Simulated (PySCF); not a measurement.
GeI2, SMILES [I][Ge][I] (connectivity only; charge and spin as stated), charge +1, multiplicity 2.

Geometry optimised at PBE-D3(BJ)/def2-SVP. The spin state was assumed, not searched. The isomer is the one that the SMILES or the coordinates give; other isomers of the formula were not compared. The def2 effective core potentials stand for the cores of I; spin–orbit coupling is left out.

These are PBE-D3(BJ)/def2-SVP in PySCF values and carry that method's errors.

Frequencies are harmonic and unscaled.

Give all harmonic wavenumbers and intensities. (Estimate from the structure and the level; the computed values follow.)


| mode | ν (cm⁻¹) | IR (km/mol) | moving atoms (share of kinetic energy) |
|---|---|---|---|
| 1 | 62 | 0.2 | I 70 %, Ge 30 % |
| 2 | 199 | 3.0 | I 52 %, Ge 48 % |
| 3 | 270 | 25.1 | Ge 73 %, I 27 % |
